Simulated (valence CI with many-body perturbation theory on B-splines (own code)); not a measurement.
## Forbidden lines of Pb XLIII

Level of theory: configuration interaction combined with many-body perturbation theory (CI+MBPT): four valence electrons over a frozen Dirac-Fock core [Kr], radial functions for each j: 7 s, 7 p, 8 d, 6 f, 4 g, 1 h, with the one-electron correlation potential Σ1, the two-electron term Σ2, the three-electron term Σ3, Breit, model QED; selected CI, second order for the rest, scaled by the run's own slope (own B-spline code, finite nucleus).

No measured spectrum was set against this ion. As an estimate, large intervals hold to a few tenths of a per cent, small ones and those within an open d or f shell to about a per cent. The list stops below the first excitations out of the core.

Lines 1 to 50 of 114 in falling wavelength, among levels below 150.57 eV, chosen from the decays that carry over 1 % of a level's rate. Wavelengths and rates use the calculated energies. Weak lines are less certain than strong ones. Lines between different terms over intervals too small for the method are left out, as are lines whose strength nearly cancels. The highest levels of a list are the least certain. Branching is blank where the lifetime is uncertain.

Levels are named by their leading jj configuration (3d3/2^4 stands for four electrons in 3d with j = 3/2), which in mixed levels can hold well under half, so a name can repeat and another be missing. Letters in brackets count levels of one name in rising energy.

| λ vac (Å) | Upper | Lower | Type | A (s⁻¹) | Branch % |
| --- | --- | --- | --- | --- | --- |
| 8410 | (4d3/2^3 4d5/2) J=3 | (4d3/2^3 4d5/2) J=2 | M1 | 1.97e+01 | 25.0 |
| 7515 | (4d3/2^2 4d5/2^2) J=6 | (4d3/2^2 4d5/2^2) J=5 | M1 | 1.65e+01 | 29.9 |
| 5153 | (4d3/2^3 4d5/2) J=3 | (4d3/2^3 4d5/2) J=4 | M1 | 5.92e+01 | 74.9 |
| 2089 | (4d3/2^2 4d5/2^2) J=4 [b] | (4d3/2^2 4d5/2^2) J=3 [a] | M1 | 6.63e+02 | 1.2 |
| 1849 | (4d3/2^3 4d5/2) J=2 | (4d3/2^3 4d5/2) J=1 | M1 | 2.33e+03 | 91.4 |
| 1665 | (4d3/2^2 4d5/2^2) J=2 [d] | (4d3/2^2 4d5/2^2) J=2 [c] | M1 | 1.78e+03 | 7.6 |
| 1478 | (4d3/2^2 4d5/2^2) J=2 [b] | (4d3/2^2 4d5/2^2) J=2 [a] | M1 | 1.52e+03 | 1.8 |
| 951.2 | (4d3/2^2 4d5/2^2) J=2 [d] | (4d3/2^2 4d5/2^2) J=2 [b] | M1 | 1.17e+03 | 5.0 |
| 881.8 | (4d3/2^2 4d5/2^2) J=2 [d] | (4d3/2^2 4d5/2^2) J=3 [b] | M1 | 3.27e+02 | 1.4 |
| 843.2 | (4d3/2^2 4d5/2^2) J=4 [c] | (4d3/2^2 4d5/2^2) J=4 [a] | M1 | 3.24e+03 |  |
| 793.5 | (4d3/2^2 4d5/2^2) J=2 [d] | (4d3/2^2 4d5/2^2) J=1 | M1 | 4.56e+02 | 2.0 |
| 713.5 | (4d3/2 4d5/2^3) J=3 [a] | (4d3/2^2 4d5/2^2) J=4 [c] | M1 | 6.85e+03 | 1.0 |
| 673.1 | (4d3/2 4d5/2^3) J=2 [a] | (4d3/2^2 4d5/2^2) J=2 [d] | M1 | 5.69e+03 | 1.1 |
| 666.5 | (4d3/2 4d5/2^3) J=1 [b] | (4d3/2^2 4d5/2^2) J=0 [b] | M1 | 2.54e+04 | 5.4 |
| 640.4 | (4d3/2 4d5/2^3) J=3 [b] | (4d3/2^2 4d5/2^2) J=2 [d] | M1 | 8.67e+03 | 2.2 |
| 635.1 | (4d3/2^2 4d5/2^2) J=2 [d] | (4d3/2^2 4d5/2^2) J=3 [a] | M1 | 1.84e+03 | 7.9 |
| 578.7 | (4d3/2^2 4d5/2^2) J=2 [d] | (4d3/2^2 4d5/2^2) J=2 [a] | M1 | 2.78e+02 | 1.2 |
| 567.8 | (4d5/2^4) J=4 | (4d3/2 4d5/2^3) J=3 [c] | M1 | 1.05e+04 | 1.2 |
| 549.2 | (4d3/2^2 4d5/2^2) J=0 [b] | (4d3/2^2 4d5/2^2) J=1 | M1 | 3.70e+04 | 28.2 |
| 527.3 | (4d3/2^2 4d5/2^2) J=2 [a] | (4d3/2^3 4d5/2) J=3 | M1 | 5.97e+03 | 1.3 |
| 498.5 | (4d3/2^2 4d5/2^2) J=4 [a] | (4d3/2^3 4d5/2) J=3 | M1 | 2.91e+04 | 10.7 |
| 496.2 | (4d3/2^2 4d5/2^2) J=2 [a] | (4d3/2^3 4d5/2) J=2 | M1 | 7.70e+04 | 16.4 |
| 495.0 | (4d3/2 4d5/2^3) J=3 [a] | (4d3/2^2 4d5/2^2) J=2 [b] | M1 | 8.64e+03 | 1.3 |
| 487.8 | (4d3/2^2 4d5/2^2) J=3 [a] | (4d3/2^3 4d5/2) J=3 | M1 | 1.56e+05 | 58.0 |
| 485.1 | (4d3/2 4d5/2^3) J=1 [b] | (4d3/2^2 4d5/2^2) J=2 [d] | M1 | 8.32e+04 | 17.6 |
| 484.3 | (4d3/2 4d5/2^3) J=3 [a] | (4d3/2^2 4d5/2^2) J=4 [b] | M1 | 2.38e+04 | 3.6 |
| 482.5 | (4d3/2 4d5/2^3) J=3 [c] | (4d3/2^2 4d5/2^2) J=2 [d] | M1 | 2.70e+04 | 8.1 |
| 479.3 | (4d3/2 4d5/2^3) J=2 [a] | (4d3/2^2 4d5/2^2) J=2 [c] | M1 | 2.06e+04 | 3.9 |
| 475.4 | (4d5/2^4) J=2 | (4d3/2 4d5/2^3) J=3 [c] | M1 | 4.09e+04 | 4.7 |
| 462.5 | (4d3/2 4d5/2^3) J=3 [b] | (4d3/2^2 4d5/2^2) J=2 [c] | M1 | 6.85e+03 | 1.7 |
| 461.1 | (4d3/2^2 4d5/2^2) J=3 [a] | (4d3/2^3 4d5/2) J=2 | M1 | 1.12e+05 | 41.7 |
| 454.9 | (4d3/2 4d5/2^3) J=1 [a] | (4d3/2^2 4d5/2^2) J=2 [b] | M1 | 2.70e+04 | 3.3 |
| 454.6 | (4d3/2^2 4d5/2^2) J=4 [a] | (4d3/2^3 4d5/2) J=4 | M1 | 2.43e+05 | 89.3 |
| 452.1 | (4d3/2^3 4d5/2) J=1 | (4d3/2^4) J=0 | M1 | 2.68e+05 | 100.0 |
| 447.8 | (4d3/2 4d5/2^3) J=2 [b] | (4d3/2^2 4d5/2^2) J=2 [d] | M1 | 1.58e+04 | 4.6 |
| 440.1 | (4d5/2^4) J=4 | (4d3/2 4d5/2^3) J=3 [b] | M1 | 3.56e+04 | 4.2 |
| 433.1 | (4d3/2 4d5/2^3) J=5 | (4d3/2^2 4d5/2^2) J=4 [b] | M1 | 1.19e+05 | 36.4 |
| 428.0 | (4d3/2 4d5/2^3) J=4 [a] | (4d3/2^2 4d5/2^2) J=5 | M1 | 2.68e+04 | 4.5 |
| 415.4 | (4d3/2 4d5/2^3) J=1 [a] | (4d3/2^2 4d5/2^2) J=1 | M1 | 1.55e+05 | 18.8 |
| 414.0 | (4d3/2^2 4d5/2^2) J=5 | (4d3/2^3 4d5/2) J=4 | M1 | 1.37e+05 | 99.9 |
| 402.8 | (4d3/2 4d5/2^3) J=5 | (4d3/2^2 4d5/2^2) J=6 | M1 | 6.31e+04 | 19.3 |
| 402.7 | (4d3/2^2 4d5/2^2) J=1 | (4d3/2^3 4d5/2) J=2 | M1 | 2.67e+05 | 98.7 |
| 401.5 | (4d3/2^2 4d5/2^2) J=3 [b] | (4d3/2^3 4d5/2) J=3 | M1 | 3.69e+04 | 20.0 |
| 399.1 | (4d3/2 4d5/2^3) J=3 [c] | (4d3/2^2 4d5/2^2) J=4 [c] | M1 | 1.53e+05 | 46.1 |
| 398.7 | (4d3/2 4d5/2^3) J=4 [a] | (4d3/2^2 4d5/2^2) J=3 [a] | M1 | 1.39e+05 | 23.5 |
| 395.9 | (4d3/2 4d5/2^3) J=6 | (4d3/2^2 4d5/2^2) J=6 | M1 | 1.26e+05 | 45.6 |
| 395.5 | (4d3/2^2 4d5/2^2) J=4 [b] | (4d3/2^3 4d5/2) J=3 | M1 | 5.48e+04 | 95.8 |
| 394.2 | (4d3/2 4d5/2^3) J=2 [a] | (4d3/2^2 4d5/2^2) J=2 [b] | M1 | 1.34e+05 | 25.3 |
| 394.0 | (4d3/2^2 4d5/2^2) J=0 [a] | (4d3/2^3 4d5/2) J=1 | M1 | 6.66e+05 | 100.0 |
| 393.2 | (4d3/2 4d5/2^3) J=3 [a] | (4d3/2^2 4d5/2^2) J=3 [a] | M1 | 2.32e+05 | 35.1 |
